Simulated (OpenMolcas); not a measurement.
Pr4+: ligand-field states by method

Pr4+ with 8 ligands (fluoride) in square antiprismatic coordination (D4d) at 2.27 Å, a polar angle of 64.2° against the regular 57.3°. A charge of +0.5 e stands 2.8 Å behind each ligand. Ligand basis ANO-RCC-VDZP.

```yaml
Program: OpenMolcas 26.06
Basis: ANO-RCC-VDZP [7s6p4d2f1g]
Scalar_Hamiltonian: DKH2, point nucleus
Active_space: 1 electron in 7 orbitals (4f)
State_averaging: 2S+1 = 2 odd, 7 roots
Spin-orbit_coupling: state interaction with AMFI integrals over the reference wave functions
```

I. CASSCF
II. SS-CASPT2, IPEA 0.25 Eh, imaginary shift 0.1 Eh (closed shells correlated: 5s 5p and the ligand valence shells)

Spin-free states in cm-1, each column counted from its own energy of the first state listed:

```
   State  Degeneracy     I    II
2S+1 = 2           2     0     0
2S+1 = 2           1   408   650
2S+1 = 2           2  1118  1380
2S+1 = 2           2  1291  1450
```

From I to II, I's first state of the same spin (2S+1 = 2) moves from 408 to 650 cm-1, by about +240 cm-1.

With spin-orbit coupling the lowest J multiplet is 1096 (I), 1184 (II) cm-1 wide, a factor of 1.08 from I to II.

χT at 300 K: I 0.64, II 0.61 cm3 K/mol.

Over all roots computed the reference weight is 0.66 in II; a low but even weight reflects the number of correlated electrons. Splittings of an f shell from a small cluster at a set distance can be off by tens of per cent, mostly too small (holds for II). No measured value stands beside these numbers; the geometry is a model, was not optimised and need not be the one that this ion takes.
